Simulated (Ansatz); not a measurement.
The cluster Mg₆N₃, relaxed as a doublet with UKS r2SCAN-D4/def2-SVP in Ansatz, starting from the GFN2-xTB geometry. Force threshold 0.02 eV/Å.

The charge 0 doublet is spin-contaminated (final ⟨S²⟩ up to 1.85, 0.75 for a pure state). Another isomer (doublet) lies 0.66 eV lower at PBE0-D4/def2-TZVP; other spin states weren't run for this one.

Start:

| atom | x (Å) | y (Å) | z (Å) |
| --- | --- | --- | --- |
| Mg1 | 0.4308 | 0.6692 | 2.0990 |
| Mg2 | 2.1183 | 1.6317 | -1.2374 |
| Mg3 | -1.9430 | -0.5856 | 1.2843 |
| Mg4 | 1.2759 | -0.7966 | -0.3835 |
| Mg5 | -0.4857 | 1.6937 | -0.4190 |
| Mg6 | -0.6458 | -2.6761 | 0.1385 |
| N7 | -0.5835 | -0.9500 | -1.1510 |
| N8 | -1.4072 | -0.0675 | -0.7126 |
| N9 | 1.2402 | 1.0812 | 0.3816 |

```tsv
step	energy (eV)	largest force component (eV/Å)	SCF passes
1	-37114.5249	1.329	63
2	-37115.1056	1.003	48
3	-37115.3536	0.669	48
4	-37115.4808	0.357	48
5	-37115.5690	0.408	49
6	-37115.6225	0.363	45
7	-37115.6775	0.331	44
8	-37115.7078	0.196	43
9	-37115.7220	0.210	39
10	-37115.7234	0.139	36
11	-37115.7291	0.053	37
12	-37115.7324	0.057	38
13	-37115.7333	0.045	35
14	-37115.7336	0.026	35
15	-37115.7337	0.019	38
```

Force components are those of the run's own axes.

End:

```xyz
9

Mg    0.683    0.237    1.717
Mg    2.588    2.356   -0.443
Mg   -2.354   -0.429    1.380
Mg    1.296   -0.850   -0.965
Mg   -0.477    1.720   -0.617
Mg   -0.478   -2.664    0.660
N    -0.988   -1.192   -0.943
N    -1.575   -0.130   -0.716
N     1.305    0.953   -0.072
```

Bonds formed: Mg1–Mg6 (atoms count from 1). Metal–metal contacts that move far: Mg2–Mg4 2.71 to 3.50 Å.

No frequencies were taken in this run, so the end may be a saddle point.

It took 3.8 min on 2 threads of AMD EPYC 7R13 on a shared host.
